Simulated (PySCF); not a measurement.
Worked example: oscillator strength and radiative lifetime

Si(H)2(F)(NMe2) (C2H8FNSi), SMILES [SiH2](F)N(C)C.

Geometry: B3LYP-D3(BJ)/def2-SVP. This is a generated structure with no PubChem entry under its InChIKey; it may be hypothetical. One conformer was computed; it need not be the lowest.

TDA-PBE/def2-SVPD (PySCF) puts the first singlet state with f over 0.02 at 6.07 eV (vertical), with the transition dipole (-0.901, 0.167, 0.000) in atomic units.

Find the oscillator strength, the wavelength and the radiative lifetime that this transition would have in vacuum if emission retraced absorption.


|μ|² = 0.8397 au, so |μ| = 2.33 D. ΔE = 6.07/27.211 = 0.2231 hartree. f = (2/3) ΔE |μ|² = 0.125 (the program prints 0.125).
λ = 1239.84/6.07 = 204 nm; ν = 48958 cm⁻¹.
Einstein's coefficient A = 0.6670 ν² f s⁻¹ (ν in cm⁻¹) = 2.0e8 s⁻¹, so τ = 1/A = 5.0 ns. This state is S2; the lower singlet has f = 0.009. The figure is the radiative limit of this one transition; relaxation, internal conversion, crossing to triplets and a medium change what is measured.
